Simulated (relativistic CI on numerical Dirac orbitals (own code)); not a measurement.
Method of calculation: Dirac-Coulomb-Breit CI, separate exchange-only KLI orbitals for each configuration, QED by a radiative potential, unscaled Slater integrals (own radial code, finite nucleus).

The strongest absorption lines from the ground level of an ion, among the configurations computed and to levels below about 457 eV (vacuum wavelength in nm, gf): 2.7231 (0.22), 7.1737 (1.8), 7.4467 (0.28), 7.6883 (0.45), 7.8032 (2.2), 7.9699 (0.44), 8.7434 (0.9), 8.9308 (0.77).

**Question.** Which ion is it?
A. Zr²⁰⁺
B. Kr¹⁶⁺
C. Mo²²⁺
D. Ru²⁴⁺

**Answer.** A. Zr²⁰⁺ has 20 electrons and the ground level 3s²3p⁶3d² ³F2; the strongest line goes to 3s²3p⁵3d³ ³F°2. The pattern of lines fixes the number of electrons, and along that sequence the line energies rise steadily with the charge (about as its square where n changes within one kind of shell, about linearly where n is kept but much faster in heavy ions where fine structure, which grows about as Z⁴, sets the gap, and irregularly where shells cross), which fixes Z. Configurations outside the model, such as inner-shell arrays, can give stronger lines. At this charge energies of transitions that change n are usually good to better than 1 %, and those within a shell (Δn = 0) to a few per cent. Terms inside the open d or f shell come out 10 to 20 % too wide with unscaled integrals.

LS names give the leading component of a level, which can be under half, so a name can repeat, a term be missing and a line seem to break the LS rules.
